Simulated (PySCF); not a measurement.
## Se⁺: ionisation energy

Se⁺ [Ar] 3d10 4s2 4p3 (4S) → Se²⁺ [Ar] 3d10 4s2 4p2 (3P), as a difference of total energies. All numbers are calculated (PySCF 2.14, the spin-free X2C one-electron Hamiltonian (Gaussian nucleus), in aug-cc-pVTZ-DK (7s6p4d2f, 59 functions)). Correlated levels: valence: [Ar] 3d10 frozen. The calculations carry no spin-orbit coupling.

```
           method  ionisation energy (eV)  difference from reference (eV)
              UHF                  20.842                          -0.354
    MP2 (valence)                  21.347                          +0.151
SCS-MP2 (valence)                  21.196                           0.000
   CCSD (valence)                  21.311                          +0.115
CCSD(T) (valence)                  21.340                          +0.144
```

Reference: 21.196 ± 0.01 eV (measured; NIST Atomic Spectra Database, ionization energies).

The reference lies between the lowest fine-structure levels, while these numbers refer to the centres of the terms.

Errors of the correlated levels include the incompleteness of this basis and the frozen core.
